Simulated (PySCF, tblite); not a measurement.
Species: C6H6ClFO.
Bonds: C1–O2, O2–C3, C3–C4 (double), C4–Cl5, C4–C6, C6–F7, C6–C8 (double), C8–C9, C3–C9. Hydrogens: H10, H11, H12 on C1; H13 on C8; H14, H15 on C9.

Computed geometry: GFN2-xTB, gas phase.

Problem. What internal coordinates does the optimisation give?

Solution. 
| bond | length (Å) | order |
| --- | --- | --- |
| C1–O2 | 1.415 | single |
| O2–C3 | 1.341 | single |
| C3=C4 | 1.353 | double |
| C4–Cl5 | 1.728 | single |
| C4–C6 | 1.453 | single |
| C6–F7 | 1.335 | single |
| C6=C8 | 1.337 | double |
| C8–C9 | 1.492 | single |
| C3–C9 | 1.505 | single |
| C1–H10, C1–H11, C1–H12 | 1.091 | single |
| C8–H13 | 1.071 | single |
| C9–H14, C9–H15 | 1.091 | single |

Bonds in one row agree within 0.01 Å and their mean is given. Orders are formal, as drawn. A selection of angles:
| angle | degrees |
| --- | --- |
| C1–O2–C3 | 118.8 |
| O2–C3–C4 | 134.0 |
| O2–C3–C9 | 116.9 |
| C4–C3–C9 | 109.1 |
| C3–C4–Cl5 | 130.9 |
| C3–C4–C6 | 107.8 |
| Cl5–C4–C6 | 121.3 |
| C4–C6–F7 | 121.9 |
| C4–C6–C8 | 111.5 |
| F7–C6–C8 | 126.6 |
| C6–C8–C9 | 107.9 |
| C3–C9–C8 | 103.7 |

Torsions: C1–O2–C3–C4 0° (synperiplanar); O2–C3–C4–Cl5 0° (synperiplanar); C3–C4–C6–F7 180° (antiperiplanar); C4–C6–C8–C9 0° (synperiplanar); C6–C8–C9–C3 0° (synperiplanar); O2–C3–C9–C8 180° (antiperiplanar).

The 5-membered ring C3–C4–C6–C8–C9 has internal angles of 103.7° to 111.5° (sum 540°, against 540° for a flat polygon); it is planar, 0.00 Å rms from its mean plane, widest ring torsion 0°. Of the pairs four or more bonds apart, C1···Cl5 is among the closest relative to their van der Waals radii: 3.16 Å, 92 % of the sum of Bondi's values. The C–C distances run from 1.337 Å (C6=C8, drawn double) to 1.505 Å (C3–C9, drawn single), a spread of 0.168 Å. The 9 heavy atoms lie in one plane (0.001 Å rms). O2 (ether oxygen) is bent (angle 118.8°). The C–O distances run from 1.341 Å (O2–C3, drawn single) to 1.415 Å (C1–O2, drawn single), a spread of 0.074 Å.

Point group: Cs (tolerance 0.08 Å). Its GFN2-xTB frequencies are all real (lowest 70 cm⁻¹). One conformer, not necessarily the lowest.
